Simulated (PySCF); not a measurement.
## Pm(III) with different ligands

Computed with PySCF 2.14.0, PBE0, def2-SVP on the ligands, density fitting, scalar-relativistic core potentials, no spin-orbit coupling, vacuum. The metal has lcecp-1-SVP with ECP50. Each complex is relaxed within the symmetry of a template of the same shape. Distances are means of the shortest metal–ligand contacts, charges and spins Mulliken's; removal energies are rigid, with the ligand's formal charge and no counterpoise, so too large; for an anion taken off a cation in vacuum most of it is the attraction of opposite charges, and multiply charged cations can part far more cheaply with an electron moved from ligand to metal. lcecp potentials hold a fixed number of 4f electrons in the core, out of states, spins and gaps.

```tsv
complex	point group	M–first ligand (Å)	charge on M (e)	dipole (D)	removal of one first-named ligand (eV)	strongest infrared band, degenerate modes summed (cm⁻¹)	unstable modes (below −25 cm⁻¹)
PmF3(NH3)	C3v	2.091	1.20	5.69	10.78	552	0
PmH3(H2O)	C1	2.098	0.73	3.98	9.16	1384	0
PmCl3(H2O)	Cs	2.553	0.91	5.69	8.80	269	0 (lowest -24 cm⁻¹, within noise)
PmCl3(NH3)	C3v	2.558	0.86	5.08	8.72	335	0
Pm(OH)3(NH3)	C1, nearly C3v	2.128	0.96	4.23	10.20	–	not given
PmF3(H2O)	Cs	2.084	1.23	6.80	10.85	–	not given
```

What does the calculation give for PmH3(NH3)?

point group: C3v, M–first ligand (Å): 2.092, charge on M (e): 0.59, dipole (D): 5.75, removal of one first-named ligand (eV): 8.75, strongest infrared band, degenerate modes summed (cm⁻¹): 1342, unstable modes (below −25 cm⁻¹): 0.
```xyz
8

Pm    0.2549   -0.2549    0.2549
H     1.2575    1.2828    1.2575
H    -1.2828   -1.2575    1.2575
H     1.2575   -1.2575   -1.2828
N    -1.2351    1.2351   -1.2351
H    -1.8464    1.8464   -0.6892
H    -0.6892    1.8464   -1.8464
H    -1.8464    0.6892   -1.8464
```

Members with unstable modes aren't minima as they stand: saddle points kept by symmetry or, where the modes are soft, flat surfaces and noise. Moved off a saddle point of the template and relaxed again: PmH3(H2O). One start shape was tried for each, so a minimum needn't be the lowest isomer.
